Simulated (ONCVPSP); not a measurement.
Before and after: ONCV potential for magnesium

magnesium, optimised norm-conserving Vanderbilt (ONCV), made with ONCVPSP 4.0.1 (PBE, fully relativistic). Core [Ne], reference 3s1 (charge +1). Waves: 3s: rc 2.10 bohr, ncon 3, nbas 6, qcut 2.7 1/bohr, 3 projectors, debl 0.5 Ha; p scattering state at 0.17 Ha: rc 2.20 bohr, ncon 4, nbas 8, qcut 3.7 1/bohr, 3 projectors, debl 0.8 Ha; d scattering state at 0.05 Ha: rc 2.25 bohr, ncon 5, nbas 10, qcut 4.6 1/bohr, 1 projector. Local part: polynomial inside 1.90 bohr (lpopt 5, dvloc0 1 Ha). Core correction: polynomial model core, fcfact 0.25.

Open shells are filled in proportion to 2j + 1.

In the p channel the program set the typed energies aside and used 0.050, 0.850, 1.650 Ha (j = l + 1/2; the other j can differ).

Change: p: rc 3.

Cutoffs: the cutoffs (Ha) at which the residual kinetic energy of the hardest occupied pseudo-wave falls to 1 and 0.1 mHa per electron; they do not see the model core or the augmentation charge, which bear on the density cutoff. Errors are all-electron minus pseudo energies relative to the spin-unpolarised reference configuration.

Question: What does the change do?

Answer: The potential gets neither clearly harder nor softer (4.0 Ha and 17 Ha → 4.0 Ha and 17 Ha); the bound ghosts move from p, s to s; of the 4 tests that both files solve, the error grows in 2 and shrinks in 0 by more than 15 % and 0.3 meV (median size 3.1 → 3.7 meV).

| quantity | base | changed |
| --- | --- | --- |
| cutoff, loose | 4.0 Ha | 4.0 Ha |
| cutoff, tight | 17 Ha | 17 Ha |
| bound ghosts | s, p3/2, p1/2 | s |
| GHOST(+) flags under 300 eV | none | none |
| error for 3s2, meV [ΔE -7.96 eV] | +14 | +14 |
| error for 3s1.5, meV [ΔE -4.82 eV] | +5.4 | +5.4 |
| error for 3s1 3p1, meV [ΔE -4.47 eV] | +0.8 | +2.0 |
| error for 3s0 3p2, meV [ΔE -0.78 eV] | 0.0 | +2.1 |
| s: phases at 2.14 bohr within 0.05 rad from the reference energy up to (Ha; the scan ends near 5) | 2.6 | 2.6 |
| d5/2: phases at 2.28 bohr within 0.05 rad from the reference energy up to (Ha; the scan ends near 5) | 2.0 | 2.0 |
| d3/2: phases at 2.28 bohr within 0.05 rad from the reference energy up to (Ha; the scan ends near 5) | 2.0 | 2.0 |
| rms error of d²Exc/dni dnj with the model core, mHa | 6.78 | 6.78 |

Base: The cutoffs count occupied waves only; projector 3 of the p channel, the hardest unoccupied one, needs 58 Ha at the loose tolerance. These tests converged, but a pseudo level misses the all-electron one widely, so the file describes the atom poorly there or has found another state: 3s0 3p2: empty 3s by 11.9 eV. Changed file: These tests converged, but a pseudo level misses the all-electron one widely, so the file describes the atom poorly there or has found another state: 3s0 3p2: empty 3s by 11.9 eV. A true bound ghost makes a file unfit for plane-wave use even where its test errors are small: the radial tests pick states by their node count and pass the ghost by.
